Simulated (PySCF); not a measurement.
Species: C₂H₉AlS.
SMILES with atom numbers: `[CH3:1][S+:2]([CH3:3])[AlH3-:4]` (hydrogens: H5, H6, H7 on C1; H8, H9, H10 on C3; H11, H12, H13 on Al4)

Method: PBE0-D3(BJ)/def2-SVP geometry optimisation, gas phase in PySCF 2.14.0; density fitting, grid level 1; the optimiser is geomeTRIC in internal coordinates, started from a GFN2-xTB structure with every atom displaced at random (about 0.01 Å).

Step 3: E = -19636.3947 eV
```
atom  x, y, z in Å  |  force x, y, z in eV/Å
C1     -0.4233    1.5807   -0.4094    0.038  -0.038   0.001
S2     -0.2172    0.3538    0.9031    0.014  -0.029  -0.039
C3     -1.3778   -0.9187    0.3596   -0.013  -0.020  -0.024
Al4     1.9205   -0.6773    0.1497   -0.006   0.004   0.000
H5      0.0125    1.2132   -1.3498   -0.029   0.000  -0.005
H6     -1.4923    1.7984   -0.5360   -0.007   0.035   0.023
H7      0.1009    2.4889   -0.0841    0.019  -0.010  -0.017
H8     -1.3777   -1.7038    1.1283    0.035   0.005  -0.027
H9     -2.3850   -0.4860    0.2846   -0.008   0.005   0.025
H10    -1.0634   -1.3418   -0.6060    0.006   0.011   0.024
H11     2.8893    0.5915    0.3096   -0.035  -0.016   0.008
H12     1.3818   -1.0112   -1.3342    0.007   0.021   0.024
H13     2.0373   -1.9046    1.1741   -0.021   0.031   0.007
```

Step 4: E = -19636.4017 eV
```
atom  x, y, z in Å  |  force x, y, z in eV/Å
C1     -0.4324    1.5809   -0.4185    0.046  -0.057  -0.029
S2     -0.2109    0.3451    0.8799   -0.002   0.038   0.075
C3     -1.3797   -0.9205    0.3506   -0.067  -0.033  -0.063
Al4     1.9257   -0.6737    0.1649    0.051  -0.027  -0.032
H5     -0.0602    1.1970   -1.3797   -0.025   0.001   0.000
H6     -1.4962    1.8446   -0.4891   -0.003   0.037   0.017
H7      0.1491    2.4634   -0.1216    0.009  -0.003  -0.009
H8     -1.3469   -1.7234    1.0995    0.038  -0.002  -0.019
H9     -2.3925   -0.4943    0.3228    0.006   0.002   0.022
H10    -1.0999   -1.3190   -0.6358    0.019   0.002   0.025
H11     2.8958    0.5907    0.3451   -0.042   0.005  -0.004
H12     1.4156   -1.0139   -1.3273    0.012   0.013   0.016
H13     2.0385   -1.8937    1.1987   -0.043   0.023   0.002
```

Step 5: E = -19636.4076 eV
```
atom  x, y, z in Å  |  force x, y, z in eV/Å
C1     -0.4372    1.5787   -0.4273    0.026  -0.036  -0.040
S2     -0.2074    0.3383    0.8619   -0.037   0.068   0.129
C3     -1.3807   -0.9251    0.3416   -0.059  -0.033  -0.055
Al4     1.9274   -0.6682    0.1778    0.077  -0.036  -0.038
H5     -0.1459    1.1718   -1.4067   -0.016   0.001   0.003
H6     -1.4854    1.9072   -0.4342    0.004   0.024   0.005
H7      0.2137    2.4253   -0.1726    0.006   0.001  -0.004
H8     -1.3033   -1.7493    1.0631    0.023  -0.007  -0.007
H9     -2.3999   -0.5143    0.3679    0.012  -0.002   0.009
H10    -1.1330   -1.2915   -0.6653    0.015   0.000   0.010
H11     2.8858    0.6001    0.3823   -0.026   0.018  -0.011
H12     1.4547   -1.0120   -1.3244    0.012   0.000   0.005
H13     2.0172   -1.8777    1.2252   -0.038   0.002  -0.005
```

Task: Estimate the geometry and energy of step 6. (The exact step hangs on the optimiser's Hessian estimate; all steps are aligned on step 5, rigid shifts and turns removed.)

Result: E = -19636.4109 eV, largest force 0.116 eV/Å
```
atom  x, y, z in Å  |  force x, y, z in eV/Å
C1     -0.4375    1.5769   -0.4315    0.004  -0.006  -0.027
S2     -0.2107    0.3378    0.8590   -0.048   0.050   0.093
C3     -1.3810   -0.9300    0.3378   -0.011  -0.016  -0.025
Al4     1.9266   -0.6640    0.1835    0.055  -0.016  -0.018
H5     -0.2015    1.1513   -1.4176   -0.006  -0.003   0.002
H6     -1.4685    1.9554   -0.4020    0.004   0.007  -0.002
H7      0.2604    2.3952   -0.2097    0.007  -0.002  -0.002
H8     -1.2712   -1.7679    1.0390    0.004  -0.005   0.001
H9     -2.4050   -0.5356    0.3960    0.005  -0.004  -0.001
H10    -1.1466   -1.2726   -0.6802    0.002   0.002  -0.004
H11     2.8694    0.6130    0.4019   -0.005   0.013  -0.008
H12     1.4808   -1.0087   -1.3254    0.004  -0.007  -0.001
H13     1.9906   -1.8676    1.2387   -0.016  -0.012  -0.008
```

The energy changes by -0.0033 eV. The first-order estimate −F·Δx gives -0.0051 eV and the mean of the old and new forces, exact on a quadratic surface, -0.0035 eV. The step makes an angle of 80° with the force vector and moves no atom by more than 0.067 Å.

The cost below is that of the whole optimisation. On Arm Neoverse V2, one thread, shared host with 96 logical CPUs at a one-minute load of 32, this took 33 s and 0.46 GiB of memory at its peak.
